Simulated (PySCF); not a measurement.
From one molecule to another.

First species: C4H8N2Si2.
Atom-mapped SMILES: `[CH2:1]=[N:2][SiH2:3][SiH2:4]/[CH:5]=[CH:6]/[C:7]#[N:8]` (hydrogens: H9, H10 on C1; H11, H12 on Si3; H13, H14 on Si4; H15 on C5; H16 on C6)

Second species: C4H8N2Si2.
SMILES with atom numbers: `[H]/[N:5]=[CH:4]\[C:3]([C:2]#[N:1])=[CH:6]\[SiH2:7][SiH3:8]` (hydrogens: H9 on C4; H10 on N5; H11 on C6; H12, H13 on Si7; H14, H15, H16 on Si8)

Levels: CAM-B3LYP/def2-SVPD for dipole moment, HOMO energy, LUMO energy, HOMO–LUMO gap, static isotropic polarisability and electronic spatial extent ⟨r²⟩ about the centre of nuclear charge; TDDFT CAM-B3LYP/def2-SVPD for lowest singlet excitation; TDA CAM-B3LYP/def2-SVPD for lowest triplet excitation (Tamm–Dancoff); GFN2-xTB for rotational constant A and rotational constant C. Geometries: GFN2-xTB. All species are isolated and taken at one optimised geometry, non-relativistic unless stated. Electronic properties by PySCF.

The conformers computed, where there is a choice (atom-mapped SMILES and torsion angles):
- `[CH2:1]=[N:2][SiH2:3][SiH2:4]/[CH:5]=[CH:6]/[C:7]#[N:8]`: C1–N2–Si3–Si4 112°, N2–Si3–Si4–C5 -8°, Si3–Si4–C5–C6 94°
- `[H]/[N:5]=[CH:4]\[C:3]([C:2]#[N:1])=[CH:6]\[SiH2:7][SiH3:8]`: C2–C3–C4–N5 3°, C3–C6–Si7–Si8 77°

Values for the first species:

* Dipole moment: 4.23 D
* HOMO energy: -8.67 eV
* LUMO energy: -0.85 eV
* HOMO–LUMO gap: 7.82 eV
* Lowest singlet excitation: 3.97 eV
* Lowest triplet excitation (Tamm–Dancoff): 3.38 eV
* Static isotropic polarisability: 117.2 au
* Electronic spatial extent ⟨r²⟩ about the centre of nuclear charge: 1868 bohr²
* Rotational constant A: 2.032 GHz
* Rotational constant C: 0.584 GHz

**Question.** Estimate the same properties for the second species, and the change in each.

**Answer.** 
```tsv
property	first	second	second less first
dipole moment	4.23 D	3.98 D	-0.25 D
HOMO energy	-8.67 eV	-9.39 eV	-0.72 eV
LUMO energy	-0.85 eV	-1.60 eV	-0.75 eV
HOMO–LUMO gap	7.82 eV	7.79 eV	-0.03 eV
lowest singlet excitation	3.97 eV	4.36 eV	+0.39 eV
lowest triplet excitation (Tamm–Dancoff)	3.38 eV	3.14 eV	-0.24 eV
static isotropic polarisability	117.2 au	117.8 au	+0.6 au
electronic spatial extent ⟨r²⟩ about the centre of nuclear charge	1868 bohr²	1775 bohr²	-93 bohr²
rotational constant A	2.032 GHz	2.460 GHz	+0.428 GHz
rotational constant C	0.584 GHz	0.668 GHz	+0.084 GHz
```

On the first: S1 lies 3.85 eV below the HOMO–LUMO gap; its leading configuration is HOMO→LUMO+1, weight 0.92. The principal polarisabilities are 89.4, 113.0 and 149.1 au; their mean is the isotropic value.

On the second: In wavenumbers S1 is 35200 cm⁻¹ (1 eV = 8065.54 cm⁻¹). The polarisability is 17.46 Å³ as a volume (1 au = 0.148185 Å³), or 1.59 au for each of the 74 electrons.
